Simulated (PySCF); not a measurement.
Species: C₈H₈FP.
Geometry (PBE0-D3(BJ)/def2-SVP, Å), atoms numbered from 1 in this order:
```
atom  x, y, z in Å
F1     2.826    2.519   -0.454
C2     2.137    1.406   -0.179
C3     2.864    0.321    0.284
C4     2.247   -0.885    0.605
C5     0.875   -1.093    0.487
C6    -0.038   -0.135    0.039
C7    -1.471   -0.524   -0.043
C8    -2.312   -0.166   -1.249
C9    -2.586    0.486    0.061
P10    0.414    1.495   -0.438
H11    3.946    0.441    0.392
H12    2.870   -1.706    0.967
H13    0.482   -2.077    0.764
H14   -1.676   -1.504    0.398
H15   -1.820    0.429   -2.025
H16   -3.011   -0.918   -1.625
H17   -3.478    0.194    0.620
H18   -2.296    1.535    0.185
```

NICS is the negative of the GIAO shielding at a point without a nucleus: at the ring centre (0) and 1 Å above and below it (1); zz is the component along the ring normal. Level: GIAO HF/pcSseg-1 (PySCF, non-relativistic, gas phase) on the PBE0-D3(BJ)/def2-SVP geometry, one conformer.

Ring bond lengths (Å): C2–C3 1.386, C3–C4 1.392, C4–C5 1.393, C5–C6 1.397, C6–P10 1.758, P10–C2 1.745; C7–C8 1.513, C8–C9 1.489, C9–C7 1.508.

Question: Give the NICS values of each ring in ppm.

Answer: 
| ring | type | NICS(0) | NICS(1), two faces | NICS(1)zz, two faces | rms pucker (Å) | centre to ring atoms, mean (Å) |
| --- | --- | --- | --- | --- | --- | --- |
| C2–C3–C4–C5–C6–P10 | 6-membered ring with P; formal bonds all aromatic | -10.0 | -11.5 / -11.5 | -26.5 / -26.7 | 0.00 | 1.50 |
| C7–C8–C9 | 3-membered carbocycle; formal bonds all single | -41.7 | -8.4 / -7.7 | -24.7 / -25.6 | 0.00 | 0.87 |

Question: What do they say, and how far can they be read as aromaticity?

Answer: 
- C2–C3–C4–C5–C6–P10: mean NICS(1)zz -26.6 ppm, shielded.
- C7–C8–C9: mean NICS(1)zz -25.1 ppm, shielded. C7, C8, C9 have four or more neighbours, so the value isn't read as a sign of a π ring current. NICS(0) lies 34 ppm below the mean NICS(1).

Question: How equal are the bonds by HOMA? Use HOMA with the parameters of Krygowski (1993).

Answer: 
- C2–C3–C4–C5–C6–P10: HOMA 0.88; the largest term is that of C6–P10, α(R − Ropt)² = 0.42.

Question: Give the inner angles of the rings.

Answer: 
- C2–C3–C4–C5–C6–P10: C2 127.4°, C3 121.5°, C4 123.1°, C5 124.7°, C6 123.7°, P10 99.6°; sum 720.0° against 720° for a flat convex ring.
- C7–C8–C9: C7 59.1°, C8 60.3°, C9 60.6°; sum 180.0° against 180° for a flat convex ring.

Question: How do the values depend on the level or the medium?

Answer: 
```tsv
level	NICS(0), C2–C3–C4–C5–C6–P10	mean NICS(1)zz, C2–C3–C4–C5–C6–P10	NICS(0), C7–C8–C9	mean NICS(1)zz, C7–C8–C9
HF/pcSseg-1, gas	-10.0	-26.6	-41.7	-25.1
PBE0/pcSseg-1, gas	-8.6	-23.8	-41.7	-23.9
PBE0/pcSseg-1, IEF-PCM dichloromethane	-8.4	-23.8	-42.0	-24.1
PBE0/pcSseg-1, IEF-PCM dimethylsulfoxide	-8.4	-23.8	-42.0	-24.1
```

The geometry is the same throughout; the continuum's cavity takes Bondi-type radii × 1.2.
